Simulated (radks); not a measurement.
Results of a calculation; reference values are marked as such.
Species: Eu4+. Configuration: [Xe] 4f5.

Code: a radial shooting solver on a logarithmic mesh with Libxc functionals. Model: scalar-relativistic Kohn-Sham, PBE, spin-unpolarised, spherical densities, finite nucleus; Fermi nuclear charge, rms radius 5.1115 fm.

Energy parts (eV):
part                      energy
total                 -294976.73
kinetic                315990.02
electron-nucleus      -715904.89
Hartree                111473.14
exchange-correlation    -6534.99

Orbitals (lengths in bohr, moments of r in powers of bohr):
orbital  occ.  eigenvalue (eV)      <r^2>      <r>
1s          2        -48414.67  0.0006793  0.02232
2s          2        -7995.185    0.01068  0.09512
2p          6        -7129.586   0.008593  0.08390
3s          2        -1802.501    0.07117   0.2496
3p          6        -1533.071    0.07130   0.2481
3d         10        -1172.648    0.06004   0.2260
4s          2        -400.4890     0.3592   0.5643
4p          6        -311.4920     0.4044   0.5965
4d         10        -187.3634     0.4853   0.6473
4f          5         -52.7684     0.8495   0.8228
5s          2         -89.1071      1.942    1.317
5p          6         -66.0497      2.515    1.496
5d          0         -37.0975      4.427    1.974
6s          0         -31.5711      9.201    2.880
6p          0         -25.2398      12.11    3.300

The highest occupied level is 4f at -52.768 eV. The electron density at the nucleus is 6.057e+05 e/bohr^3 (large components only).
